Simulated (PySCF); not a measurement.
# A small calculation by hand: chemical shift, span and skew from a shielding tensor

C3H6BFO, SMILES FCB1CCO1. Atoms are numbered in the order given.

```xyz
12

F     -0.5065     2.3352     0.0000
C      0.5981     1.4914     0.0000
B      0.1798    -0.0228     0.0000
C     -1.1350    -0.9110     0.0000
C     -0.0643    -2.0247     0.0000
O      1.0512    -1.0784     0.0000
H      1.2243     1.7189    -0.8852
H      1.2243     1.7189     0.8852
H     -1.7719    -0.8645    -0.8954
H     -1.7719    -0.8645     0.8954
H     -0.0234    -2.6595    -0.8991
H     -0.0234    -2.6595     0.8991
```
Charge 0, spin multiplicity 1.

Geometry optimised at B3LYP-D3(BJ)/def2-SVP. This is a generated structure with no PubChem entry under its InChIKey; it may be hypothetical. One conformer was computed; it need not be the lowest.

GIAO shieldings from HF/pcSseg-1 (PySCF), non-relativistic, no solvent. The symmetric part of the tensor of F1 has the principal values 459.7, 498.1, 529.1 ppm. The same nucleus in CFCl3 has σ = 238.5 ppm at this level (PySCF, at its B3LYP-D3(BJ)/def2-TZVP geometry).

Question: Work out the isotropic shielding, the ¹⁹F shift against CFCl3, the span and the skew.

Answer: 
σ(iso) = (σ11 + σ22 + σ33)/3 = 495.6 ppm. δ = σ(ref) − σ(iso) = 238.5 − (495.6) = -257.1 ppm.
Span Ω = σ33 − σ11 = 69.4 ppm. Skew κ = 3(σ(iso) − σ22)/Ω = -0.11. Tumbling in solution averages the tensor to δ; in a static solid the shielding alone would spread this spin-1/2 line over Ω.
